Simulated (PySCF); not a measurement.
(E)-1,2-dichloro-1,2-difluoroethene (C2Cl2F2), SMILES F/C(Cl)=C(/F)Cl. Atoms are numbered in the order given.

```xyz
6

F      1.7125    -0.4457     0.0000
C      0.3925    -0.5431     0.0000
Cl    -0.2234    -2.1459     0.0000
C     -0.3925     0.5431     0.0000
F     -1.7125     0.4457     0.0000
Cl     0.2234     2.1459     0.0000
```

Coordinates come from a B3LYP-D3(BJ)/def2-SVP optimisation.

All values below come from PBE/pcSseg-1 (PySCF).

GIAO shieldings, no solvent; atoms alike by connectivity are averaged. δ = σ(ref) − σ: ¹⁹F against CFCl3 (σ = 133.6 ppm); ¹³C against TMS (σ = 182.0 ppm); ³⁵Cl against HCl (σ = 936.5 ppm), references at their B3LYP-D3(BJ)/def2-TZVP geometries, non-relativistic (without spin–orbit terms, shifts of atoms bonded to Cl or Br come out too high).

### Question
Estimate the chemical shifts. (The exact figures need the calculation; the answer reports its results.)

### Answer

```csv
nucleus,atoms,count,δ (ppm)
¹⁹F,"F1, F5",2,-138.8
¹³C,"C2, C4",2,149.2
³⁵Cl,"Cl3, Cl6",2,271.8
```
